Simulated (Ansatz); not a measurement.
`BC(C)[SiH2]S` and `BCC(B)C` differ in one atom or group.

Ansatz, PBE0-D4/def2-TZVP geometries, multiplicity 1. Each molecule was computed in one conformer, which needn't be the lowest.

| property | `BC(C)[SiH2]S` |
| --- | --- |
| HOMO energy (PBE/def2-TZVPP) / eV | -6.29 |
| HOMO–LUMO gap (ωB97M-V/def2-TZVPP) / eV | 10.31 |
| HOMO–LUMO gap (PBE/def2-TZVPP) / eV | 4.12 |
| size of the dipole moment (PBE/def2-TZVPP) / D | 1.88 |
| HOMO energy (PBE0/def2-TZVPP) / eV | -7.47 |
| LUMO energy (ωB97M-V/def2-TZVPP) / eV | 0.67 |

Question: Give the same properties after the change, and the shifts. (An estimate is asked.)

Answer: The calculation gave: 
```
                                      property  `BCC(B)C`  shift
             HOMO energy (PBE/def2-TZVPP) / eV      -7.00  -0.71
       HOMO–LUMO gap (ωB97M-V/def2-TZVPP) / eV      11.79   1.48
           HOMO–LUMO gap (PBE/def2-TZVPP) / eV       5.70   1.58
size of the dipole moment (PBE/def2-TZVPP) / D       1.18  -0.70
            HOMO energy (PBE0/def2-TZVPP) / eV      -8.15  -0.68
         LUMO energy (ωB97M-V/def2-TZVPP) / eV       1.42   0.75
```

With PBE0 the HOMO falls by 0.68 eV and the LUMO rises by 0.90 eV, so the gap widens by about 1.58 eV. PBE moves the HOMO by -0.71 eV and ωB97M-V by -0.73 eV. Dipoles are sizes alone; their direction can turn.
